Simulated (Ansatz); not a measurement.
Steps of a relaxation of `CC1=C[Te][SiH2]1` with RKS PBE0-D4/def2-TZVP.

```sh
$ ansatz run in.yaml --threads 4 --pin off --events-out ev --progress --plain --max-ram 10444MiB
```

```yaml
crystal:
  periodic: [false, false, false]
  atoms:
    - {symbol: C, position_ang: [-1.216861, -1.001711, 0.183666]}
    - {symbol: C, position_ang: [-0.126466, 0.027189, 0.163606]}
    - {symbol: C, position_ang: [0.034357, 1.049531, 1.044932]}
    - {symbol: Te, position_ang: [1.775074, 2.253185, 0.574714]}
    - {symbol: Si, position_ang: [1.337399, 0.294805, -0.992420]}
    - {symbol: H, position_ang: [-1.922859, -0.829896, 1.023283]}
    - {symbol: H, position_ang: [-1.801095, -0.992562, -0.762372]}
    - {symbol: H, position_ang: [-0.802686, -2.028250, 0.290081]}
    - {symbol: H, position_ang: [-0.612843, 1.286172, 1.910406]}
    - {symbol: H, position_ang: [2.392942, -0.779176, -1.000313]}
    - {symbol: H, position_ang: [1.008439, 0.663612, -2.414982]}
basis:
  gaussian: {orbitals: def2-TZVP}
hamiltonian: {xc: pbe0, dispersion: d4}
relax: {f_tol: 0.005, max_steps: 150}
```

Positions (Å) and forces (eV/Å) along the path, 6 of 6 steps:

```xyz
11
step=1 energy=-18373.9561 eV
C    -1.217   -1.002    0.184   -0.235   -0.202    0.026
C    -0.126    0.027    0.164    0.249    0.680    0.456
C     0.034    1.050    1.045   -0.092   -0.446   -0.380
Te    1.775    2.253    0.575   -0.487   -0.597   -0.135
Si    1.337    0.295   -0.992   -0.062    0.097    0.160
H    -1.923   -0.830    1.023    0.355   -0.075   -0.411
H    -1.801   -0.993   -0.762    0.305    0.024    0.470
H    -0.803   -2.028    0.290   -0.182    0.528   -0.046
H    -0.613    1.286    1.910    0.331   -0.156   -0.470
H     2.393   -0.779   -1.000   -0.245    0.234    0.007
H     1.008    0.664   -2.415    0.064   -0.087    0.323
11
step=2 energy=-18374.0070 eV
C    -1.208   -0.991    0.185   -0.076   -0.076    0.004
C    -0.121    0.031    0.163   -0.031    0.014    0.035
C     0.032    1.041    1.035   -0.158   -0.215   -0.040
Te    1.738    2.199    0.552    0.245    0.454    0.222
Si    1.335    0.302   -0.982   -0.147   -0.287   -0.155
H    -1.904   -0.819    1.017    0.101   -0.019   -0.114
H    -1.785   -0.979   -0.750    0.086    0.001    0.136
H    -0.796   -2.005    0.291   -0.059    0.149   -0.018
H    -0.608    1.267    1.891    0.084   -0.040   -0.135
H     2.376   -0.766   -0.989   -0.060    0.048   -0.004
H     1.005    0.663   -2.391    0.015   -0.030    0.069
11
step=3 energy=-18374.0188 eV
C    -1.208   -0.992    0.185   -0.006   -0.001    0.003
C    -0.122    0.028    0.160    0.067    0.038   -0.014
C     0.037    1.036    1.028   -0.044   -0.034   -0.019
Te    1.746    2.221    0.568    0.026    0.042    0.018
Si    1.331    0.300   -0.980   -0.062   -0.073   -0.010
H    -1.899   -0.821    1.015    0.008    0.004   -0.002
H    -1.786   -0.978   -0.745    0.006    0.004    0.007
H    -0.799   -2.003    0.287    0.000    0.011   -0.001
H    -0.604    1.264    1.877   -0.004   -0.011    0.007
H     2.367   -0.767   -0.988    0.004    0.011    0.003
H     1.001    0.656   -2.386    0.006    0.008    0.007
11
step=4 energy=-18374.0191 eV
C    -1.208   -0.991    0.185   -0.004   -0.006    0.005
C    -0.121    0.027    0.158    0.022    0.018   -0.020
C     0.035    1.036    1.026    0.014   -0.011    0.014
Te    1.745    2.223    0.567   -0.007   -0.004   -0.001
Si    1.329    0.296   -0.982   -0.012    0.002    0.007
H    -1.897   -0.818    1.016    0.000    0.002    0.003
H    -1.786   -0.977   -0.744   -0.002    0.001   -0.001
H    -0.800   -2.001    0.288    0.000   -0.003    0.000
H    -0.604    1.258    1.879   -0.010    0.004   -0.008
H     2.369   -0.766   -0.987   -0.003    0.001    0.000
H     1.003    0.657   -2.386    0.002   -0.003    0.000
11
step=5 energy=-18374.0192 eV
C    -1.208   -0.991    0.185   -0.006   -0.002    0.001
C    -0.120    0.027    0.158    0.008   -0.006   -0.003
C     0.036    1.034    1.027   -0.002    0.017   -0.004
Te    1.745    2.222    0.568   -0.005   -0.007   -0.001
Si    1.329    0.296   -0.982    0.006    0.008    0.007
H    -1.895   -0.819    1.018    0.000    0.001    0.002
H    -1.787   -0.975   -0.743   -0.003    0.000   -0.002
H    -0.799   -2.002    0.286    0.000   -0.002    0.000
H    -0.608    1.259    1.876    0.004   -0.006    0.002
H     2.369   -0.766   -0.987   -0.001   -0.002   -0.001
H     1.003    0.657   -2.387   -0.001   -0.002    0.000
11
step=6 energy=-18374.0192 eV
C    -1.208   -0.991    0.185   -0.003   -0.002    0.001
C    -0.120    0.028    0.158    0.003   -0.002   -0.003
C     0.035    1.035    1.027    0.000    0.004    0.001
Te    1.745    2.223    0.568   -0.001   -0.001    0.000
Si    1.330    0.296   -0.982    0.001    0.002    0.001
H    -1.895   -0.818    1.018    0.000    0.000    0.001
H    -1.787   -0.975   -0.743   -0.001    0.000    0.000
H    -0.800   -2.002    0.286    0.000    0.000    0.000
H    -0.607    1.258    1.877    0.000   -0.002    0.000
H     2.369   -0.766   -0.987    0.000    0.000    0.000
H     1.003    0.656   -2.387    0.000    0.000   -0.001
```

Run time 32 s (4 threads of an Arm Neoverse V1 on a shared host); peak host memory 0.65 GiB.
